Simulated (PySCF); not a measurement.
Magnetisability: `InChI=1S/C7H8BN/c1-3-4-5-8(2)6-7-9/h1,4-5H,6H2,2H3/b5-4-`

Geometry (Å), atoms numbered from 1 in this order:
```xyz
17

C     3.248   -0.927   -0.206
C     2.494    0.009   -0.138
C     1.694    1.161   -0.070
C     0.355    1.184    0.074
B    -0.608   -0.020    0.190
C    -0.168   -1.509   -0.049
C    -2.128    0.321    0.567
C    -2.739    0.991   -0.547
N    -3.213    1.520   -1.445
H     3.881   -1.762   -0.265
H     2.259    2.086   -0.134
H    -0.082    2.178    0.114
H     0.545   -1.818    0.715
H     0.359   -1.622   -0.995
H    -0.991   -2.221   -0.038
H    -2.730   -0.561    0.796
H    -2.182    1.004    1.420
```

Method used: PySCF, GIAO B3LYP/pcSseg-1 magnetisability, rotational g tensor and spin-rotation constants, non-relativistic, gas phase. Geometry: GFN2-xTB.

What are the magnetisability and the molar susceptibility?

Isotropic -1249 × 10⁻³⁰ J/T², or -75.2 × 10⁻⁶ cm³/mol; principal values -1535, -1150, -1062 × 10⁻³⁰ J/T², anisotropy 435 × 10⁻³⁰ J/T² (root of half the summed squared differences of the principal values). The susceptibility is in cgs units.

Split it along the inertial axes a, b, c into diamagnetic and paramagnetic parts about the centre of mass, with the quadrupole moment.


```csv
axis,χ (10⁻⁶ cm³/mol),diamagnetic (10⁻⁶ cm³/mol),paramagnetic (10⁻⁶ cm³/mol),summed x² of all electrons (Å²),quadrupole Θ (D Å)
a,-70.7,-454.6,383.8,326.3,-8.90
b,-67.4,-1514.9,1447.5,76.4,+7.86
c,-87.5,-1708.6,1621.1,30.8,+1.04
```
Anisotropies 2χaa − χbb − χcc = +13.4 and 2χbb − χaa − χcc = +23.3 × 10⁻⁶ cm³/mol. Θ is traceless in Buckingham's convention.

And the rotational g tensor?


| axis | rotational constant (GHz) | g | nuclear part | electronic part |
| --- | --- | --- | --- | --- |
| a | 3.6436 | -0.0401 | 0.6169 | -0.6570 |
| b | 0.8087 | -0.0139 | 0.5361 | -0.5500 |
| c | 0.7221 | -0.0043 | 0.5457 | -0.5500 |

Asymmetric top; isotopes 11B, 12C, 1H, 14N; no vibrational averaging.
